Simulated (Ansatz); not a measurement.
Consider the cleavage of the Si–Sn bond: `[SiH3][SnH2][SiH3]` + `NCCO` → `OCCN[SiH3]` + `[SiH3][SnH3]`.

Program: Ansatz. Geometries: PBE0-D4/def2-TZVP. ΔE: electronic, gas phase. CBS: MP2 limit from def2 TZ/QZ plus the TZ coupled-cluster correction, frozen cores. This one scheme is used for every species. Functionals use def2-TZVPP. Elements past krypton have def2 core potentials. For Sn outer-core shells are correlated without core-valence functions, which leaves a few kJ/mol of doubt a bond. One conformer a species, not always the lowest.

`[SiH3][SnH2][SiH3]`:

Z-matrix (Å, degrees):
```
Si
Sn 1 2.563
H 1 1.487 2 109.8
H 1 1.487 2 111.0 3 120.3
H 1 1.487 2 109.8 3 -119.3
Si 2 2.563 1 111.1 3 60.0
H 2 1.711 1 109.6 3 -61.3
H 2 1.711 1 109.6 3 -178.7
H 6 1.487 2 109.8 1 59.9
H 6 1.487 2 109.8 1 -59.5
H 6 1.487 2 111.0 1 -179.8
```

`NCCO`:

Z-matrix (Å, degrees):
```
C
C 1 1.507
N 1 1.452 2 109.8
H 1 1.102 2 108.1 3 125.1
H 1 1.095 2 108.2 3 -119.0
O 2 1.418 1 107.7 3 -64.9
H 2 1.098 1 109.7 3 174.4
H 2 1.097 1 109.0 3 55.4
H 3 1.013 1 108.8 2 58.0
H 3 1.012 1 110.8 2 175.8
H 6 0.959 2 108.8 1 167.1
```

`OCCN[SiH3]`:

```xyz
14

O    -0.836    0.025   -2.283
C     0.390    0.430   -1.705
C     0.609   -0.209   -0.349
N    -0.467    0.125    0.552
Si   -0.373   -0.010    2.257
H    -0.766   -0.904   -2.519
H     1.236    0.206   -2.367
H     0.321    1.514   -1.591
H     1.558    0.154    0.063
H     0.726   -1.298   -0.487
H    -1.368    0.060    0.101
H    -1.624    0.558    2.822
H     0.814    0.751    2.733
H    -0.220   -1.405    2.775
```

`[SiH3][SnH3]`:

Z-matrix (Å, degrees):
```
Si
Sn 1 2.560
H 1 1.487 2 110.2
H 1 1.487 2 110.2 3 -120.0
H 1 1.487 2 110.2 3 120.0
H 2 1.708 1 110.8 3 179.5
H 2 1.708 1 110.8 3 -60.5
H 2 1.708 1 110.7 3 59.5
```

```json
{"level": "BLYP-D4", "ΔE (kcal/mol)": "-3.3"}
{"level": "PBE-QIDH", "ΔE (kcal/mol)": "-2.6"}
{"level": "revPBE", "ΔE (kcal/mol)": "0.2"}
{"level": "CAM-B3LYP", "ΔE (kcal/mol)": "-5.2"}
{"level": "CCSD/def2-SVP", "ΔE (kcal/mol)": "-3.2"}
{"level": "HF/def2-QZVPP", "ΔE (kcal/mol)": "-6.5"}
{"level": "HF/CBS(def2)", "ΔE (kcal/mol)": "-6.5"}
{"level": "CCSD/CBS(def2)", "ΔE (kcal/mol)": "-2.6"}
```

What does CCSD(T)/CBS give? (Estimate.)

Ansatz gave: -2.3 kcal/mol. The listed levels differ from it by -1.0, -0.3, 2.5, -2.9, -0.9, -4.2, -4.2, -0.3 kcal/mol.

Largest T1 diagnostic among the species: 0.013.

At CCSD(T), def2-SVP lies −0.8 kcal/mol from the extrapolated value and def2-TZVPP −1.3 kcal/mol. From BLYP to BHLYP (50 % exact exchange), in def2-TZVPP and without D4, ΔE moves by −2.0 kcal/mol.
